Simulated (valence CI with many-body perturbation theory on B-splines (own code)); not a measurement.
# Ni²¹⁺: calculated level list

Computed by valence CI with perturbative core correlation (CI+MBPT): five valence electrons over a frozen Dirac-Fock core [He], a basis of 11 s, 11 p, 10 d, 8 f, 5 g, 2 h functions for each j, with the one-electron correlation potential Σ1 (screened to all orders), the two-electron term Σ2, the three-electron term Σ3, Breit, model QED; selected single and double excitations, second order for the rest, scaled by the run's own slope (own B-spline code, finite nucleus).

No measured levels were compared; by estimate levels of excited configurations hold to 0.05 to 0.15 % of their energy, terms of the ground configuration to about 0.5 %. Among the levels kept, up to 5500 cm⁻¹ of a level comes from second order outside the variational space, and about a tenth of that is noise between levels of different J, which matters for small intervals.

Levels 181 to 205 of 205, with energies above the lowest level, 2s²2p³ ⁴S°_3/2. "Leading %" is the weight of the configuration and term that name the level; weights of strongly mixed levels are sums over their largest components and can fall short, so below about 35 % the name and the second component can differ from the true leading terms, or belong to a minority configuration. In the jj column 3d3/2^4 stands for four electrons in 3d with j = 3/2.

```
No.  Configuration  Term    J  E (eV)  Leading %                     Leading jj  Second component
181        2s2p³3d   ⁴P°  1/2  1264.5         53        2s 2p3/2^3 3d3/2 (54 %)  18 % 2s2p³3d ⁴D°
182        2s2p³3d   ⁴D°  7/2  1265.1         53  2s 2p1/2 2p3/2^2 3d5/2 (31 %)  28 % 2s2p³3d ²F°
183        2s2p³3d   ⁴D°  5/2  1265.3         38  2s 2p1/2 2p3/2^2 3d5/2 (32 %)  20 % 2s2p³3d ⁴P°
184        2s2p³3d   ⁴D°  3/2  1265.8         41        2s 2p3/2^3 3d3/2 (40 %)  20 % 2s2p³3d ⁴P°
185        2s2p³3d   ²F°  5/2  1267.9         65  2s 2p1/2 2p3/2^2 3d5/2 (55 %)   9 % 2s2p³3d ⁴D°
186        2s2p³3d   ²F°  7/2  1270.4         57        2s 2p3/2^3 3d5/2 (28 %)  29 % 2s2p³3d ²G°
187        2s2p³3d   ²D°  5/2  1273.3         66  2s 2p1/2 2p3/2^2 3d3/2 (31 %)  25 % 2s2p³3d ²F°
188        2s2p³3d   ²P°  1/2  1273.7         70        2s 2p3/2^3 3d5/2 (31 %)   8 % 2s2p³3d ⁴D°
189        2s2p³3p    ²D  5/2  1274.3         78        2s 2p3/2^3 3p3/2 (65 %)   15 % 2s2p³3p ⁴P
190        2s2p³3p    ²S  1/2  1274.7         42        2s 2p3/2^3 3p1/2 (57 %)   40 % 2s2p³3p ²P
191        2s2p³3p    ²P  3/2  1274.7         62        2s 2p3/2^3 3p1/2 (58 %)   21 % 2s2p³3p ²D
192        2s2p³3p    ²P  3/2  1275.9         64        2s 2p3/2^3 3p3/2 (59 %)   27 % 2s2p³3p ²D
193        2s2p³3d   ²P°  3/2  1278.2         56  2s 2p1/2 2p3/2^2 3d3/2 (36 %)  20 % 2s2p³3d ⁴D°
194        2s2p³3d   ⁴D°  5/2  1279.9         66  2s 2p1/2 2p3/2^2 3d3/2 (50 %)  16 % 2s2p³3d ²D°
195        2s2p³3d   ²D°  3/2  1280.7         43  2s 2p1/2 2p3/2^2 3d3/2 (61 %)  30 % 2s2p³3d ⁴D°
196        2s2p³3d   ⁴D°  7/2  1280.9         72  2s 2p1/2 2p3/2^2 3d5/2 (66 %)  19 % 2s2p³3d ²F°
197        2s2p³3d   ⁴D°  1/2  1281.9         74  2s 2p1/2 2p3/2^2 3d3/2 (69 %)  19 % 2s2p³3d ²P°
198        2s2p³3p    ²P  1/2  1284.4         58        2s 2p3/2^3 3p3/2 (70 %)   35 % 2s2p³3p ²S
199        2s2p³3d   ²D°  3/2  1284.7         52  2s 2p1/2 2p3/2^2 3d5/2 (53 %)  24 % 2s2p³3d ⁴D°
200        2s2p³3d   ²D°  5/2  1286.7         69  2s 2p1/2 2p3/2^2 3d5/2 (52 %)  12 % 2s2p³3d ⁴D°
201        2s2p³3d   ²G°  9/2  1287.8         90  2s 2p1/2 2p3/2^2 3d5/2 (65 %)   9 % 2s2p³3d ⁴F°
202        2s2p³3d   ²G°  7/2  1288.9         62        2s 2p3/2^3 3d5/2 (27 %)  34 % 2s2p³3d ²F°
203        2s2p³3d   ²F°  7/2  1291.0         73  2s 2p1/2 2p3/2^2 3d5/2 (34 %)  12 % 2s2p³3d ²G°
204        2s2p³3d   ²F°  5/2  1291.5         76  2s 2p1/2 2p3/2^2 3d3/2 (47 %)  12 % 2s2p³3d ²D°
205        2s2p³3d   ²P°  3/2  1293.4         68  2s 2p1/2 2p3/2^2 3d3/2 (49 %)  19 % 2s2p³3d ²D°
```

Names give the largest LS component (configuration and term), which can be under half, so a name can repeat, a term be missing and a line seem to break the LS rules; names also repeat where a configuration has a term twice.
